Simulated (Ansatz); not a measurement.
Reaction (redistribution): `COB(C)N` + `[CH3][In]([OH])[Cl]` → `COB(C)O` + `[CH3][In]([NH2])[Cl]`

Isolated molecules relaxed with PBE0-D4/def2-TZVP in Ansatz; ΔE leaves out vibrations. CCSD(T)/CBS adds triple-zeta CCSD(T) − MP2 to the extrapolated MP2 energy (def2 sets, frozen cores). DFT in def2-TZVPP. B3LYP here is the variant with VWN-RPA as its local correlation; programs differ in this. Elements past krypton have def2 core potentials. For In outer-core shells are correlated without core-valence functions, which leaves a few kJ/mol of doubt a bond. Each species was taken in one conformer, which may not be the lowest.

(1) Is it downhill or uphill in electronic energy at CCSD(T)/CBS, and by how much? (Best estimate.)

(2) What do these levels give: r2SCAN-D4, B3LYP-D4, MP2/def2-TZVPP, SCS-MP2/def2-TZVPP, MP2/def2-QZVPP, HF/CBS(def2)? (An estimate is asked.)

Largest T1 diagnostic among the species: 0.014.

Results:

(1) The calculation gave: Downhill: ΔE = -12.6 kJ/mol.

(2) Ansatz gave: r2SCAN-D4 -10.5, B3LYP-D4 -10.2, MP2/def2-TZVPP -14.5, SCS-MP2/def2-TZVPP -13.7, MP2/def2-QZVPP -12.9, HF/CBS(def2) -16.2 kJ/mol.

From PBE to PBE0 (25 % exact exchange), in def2-TZVPP and without D4, ΔE moves by −3.6 kJ/mol.
